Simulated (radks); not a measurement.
Values are calculated unless marked as measured or tabulated.
All-electron atom: Zr13+ in [Ar] 3d9 (the NIST ground configuration). Code: a radial shooting solver on a logarithmic mesh with Libxc functionals. Model: Dirac Kohn-Sham, PBE, spin-unpolarised, spherical densities, finite nucleus; open shells fill j = l - 1/2 first; Fermi nuclear charge, rms radius 4.2694 fm.

Normalised radial functions P(r) = r R(r) (large component), r in bohr:

r,2p1/2,3p1/2,3d3/2
0.004343,0.0467,0.0204,0.0002
0.005434,0.0669,0.0292,0.0003
0.006798,0.0963,0.0421,0.0005
0.008505,0.1387,0.0605,0.0009
0.01073,0.2020,0.0881,0.0018
0.01342,0.2890,0.1259,0.0033
0.01679,0.4101,0.1783,0.0060
0.021,0.5748,0.2491,0.0109
0.02628,0.7921,0.3416,0.0197
0.03287,1.0677,0.4568,0.0350
0.04113,1.3985,0.5909,0.0612
0.05186,1.7805,0.7357,0.1066
0.06489,2.1464,0.8545,0.1772
0.08118,2.4458,0.9105,0.2848
0.1016,2.5990,0.8500,0.4398
0.1271,2.5345,0.6211,0.6468
0.159,2.2247,0.2010,0.8981
0.2005,1.6967,-0.3944,1.1745
0.2508,1.1131,-1.0028,1.4044
0.3138,0.6031,-1.4698,1.5326
0.3925,0.2588,-1.6417,1.5039
0.4911,0.0835,-1.4748,1.3056
0.6144,0.0190,-1.0702,0.9825
0.7748,0.0026,-0.6002,0.6101
0.9694,0.0002,-0.2603,0.3102
1.213,0.0000,-0.0810,0.1203
1.517,0.0000,-0.0166,0.0330

2p1/2: eigenvalue -2555.2 eV, 0 radial nodes, <r> = 0.138 bohr, 90 % of the charge inside 0.227 bohr. 3p1/2: eigenvalue -603.55 eV, 1 radial node at r = 0.173 bohr, <r> = 0.444 bohr, 90 % of the charge inside 0.670 bohr. 3d3/2: eigenvalue -453.40 eV, 0 radial nodes, <r> = 0.429 bohr, 90 % of the charge inside 0.681 bohr.
